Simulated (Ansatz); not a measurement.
The cluster Be₅Se₄. Total charge 0; singlet. Geometry B3LYP-D4/def2-SVP.

```xyz
9

Be   -0.741    1.394   -0.618
Be    0.162    0.462    1.386
Be    1.686   -1.624   -0.082
Be   -1.187   -0.868    0.004
Be    1.308   -0.020   -1.257
Se   -0.779   -0.225   -2.064
Se   -1.973    0.853    1.104
Se    0.241   -1.780    1.477
Se    1.282    1.808    0.049
```

HSE06 is defined as in plane-wave codes, on full-range PBE exchange. The structure comes from a short search, and lower isomers may exist.

Problem. Estimate the orbital energies around the gap (eV) in Ansatz with PBE-D4/def2-TZVP, r2SCAN-D4/def2-TZVP, B97M-V/def2-TZVP, PBE0-D4/def2-TZVP, HSE06-D4/def2-TZVP.

Solution. 
```json
{"orbital": "HOMO−9", "PBE-D4/def2-TZVP": "-8.65", "r2SCAN-D4/def2-TZVP": "-8.99", "B97M-V/def2-TZVP": "-8.96", "PBE0-D4/def2-TZVP": "-9.90", "HSE06-D4/def2-TZVP": "-9.50"}
{"orbital": "HOMO−8", "PBE-D4/def2-TZVP": "-8.65", "r2SCAN-D4/def2-TZVP": "-8.97", "B97M-V/def2-TZVP": "-8.94", "PBE0-D4/def2-TZVP": "-9.87", "HSE06-D4/def2-TZVP": "-9.47"}
{"orbital": "HOMO−7", "PBE-D4/def2-TZVP": "-8.08", "r2SCAN-D4/def2-TZVP": "-8.38", "B97M-V/def2-TZVP": "-8.33", "PBE0-D4/def2-TZVP": "-9.23", "HSE06-D4/def2-TZVP": "-8.83"}
{"orbital": "HOMO−6", "PBE-D4/def2-TZVP": "-7.24", "r2SCAN-D4/def2-TZVP": "-7.51", "B97M-V/def2-TZVP": "-7.49", "PBE0-D4/def2-TZVP": "-8.30", "HSE06-D4/def2-TZVP": "-7.92"}
{"orbital": "HOMO−5", "PBE-D4/def2-TZVP": "-6.93", "r2SCAN-D4/def2-TZVP": "-7.19", "B97M-V/def2-TZVP": "-7.17", "PBE0-D4/def2-TZVP": "-7.95", "HSE06-D4/def2-TZVP": "-7.57"}
{"orbital": "HOMO−4", "PBE-D4/def2-TZVP": "-6.85", "r2SCAN-D4/def2-TZVP": "-7.09", "B97M-V/def2-TZVP": "-7.06", "PBE0-D4/def2-TZVP": "-7.86", "HSE06-D4/def2-TZVP": "-7.48"}
{"orbital": "HOMO−3", "PBE-D4/def2-TZVP": "-6.64", "r2SCAN-D4/def2-TZVP": "-6.89", "B97M-V/def2-TZVP": "-6.90", "PBE0-D4/def2-TZVP": "-7.66", "HSE06-D4/def2-TZVP": "-7.28"}
{"orbital": "HOMO−2", "PBE-D4/def2-TZVP": "-6.61", "r2SCAN-D4/def2-TZVP": "-6.85", "B97M-V/def2-TZVP": "-6.85", "PBE0-D4/def2-TZVP": "-7.64", "HSE06-D4/def2-TZVP": "-7.26"}
{"orbital": "HOMO−1", "PBE-D4/def2-TZVP": "-6.45", "r2SCAN-D4/def2-TZVP": "-6.69", "B97M-V/def2-TZVP": "-6.70", "PBE0-D4/def2-TZVP": "-7.47", "HSE06-D4/def2-TZVP": "-7.09"}
{"orbital": "HOMO", "PBE-D4/def2-TZVP": "-5.02", "r2SCAN-D4/def2-TZVP": "-5.15", "B97M-V/def2-TZVP": "-5.05", "PBE0-D4/def2-TZVP": "-5.88", "HSE06-D4/def2-TZVP": "-5.51"}
{"orbital": "LUMO", "PBE-D4/def2-TZVP": "-3.43", "r2SCAN-D4/def2-TZVP": "-3.16", "B97M-V/def2-TZVP": "-3.19", "PBE0-D4/def2-TZVP": "-2.71", "HSE06-D4/def2-TZVP": "-3.07"}
{"orbital": "LUMO+1", "PBE-D4/def2-TZVP": "-2.43", "r2SCAN-D4/def2-TZVP": "-2.16", "B97M-V/def2-TZVP": "-2.24", "PBE0-D4/def2-TZVP": "-1.68", "HSE06-D4/def2-TZVP": "-2.04"}
{"orbital": "LUMO+2", "PBE-D4/def2-TZVP": "-2.01", "r2SCAN-D4/def2-TZVP": "-1.72", "B97M-V/def2-TZVP": "-1.74", "PBE0-D4/def2-TZVP": "-1.23", "HSE06-D4/def2-TZVP": "-1.59"}
{"orbital": "LUMO+3", "PBE-D4/def2-TZVP": "-1.87", "r2SCAN-D4/def2-TZVP": "-1.52", "B97M-V/def2-TZVP": "-1.60", "PBE0-D4/def2-TZVP": "-1.10", "HSE06-D4/def2-TZVP": "-1.47"}
{"orbital": "LUMO+4", "PBE-D4/def2-TZVP": "-1.30", "r2SCAN-D4/def2-TZVP": "-0.93", "B97M-V/def2-TZVP": "-1.03", "PBE0-D4/def2-TZVP": "-0.52", "HSE06-D4/def2-TZVP": "-0.88"}
{"orbital": "LUMO+5", "PBE-D4/def2-TZVP": "-1.20", "r2SCAN-D4/def2-TZVP": "-0.83", "B97M-V/def2-TZVP": "-0.92", "PBE0-D4/def2-TZVP": "-0.41", "HSE06-D4/def2-TZVP": "-0.77"}
```
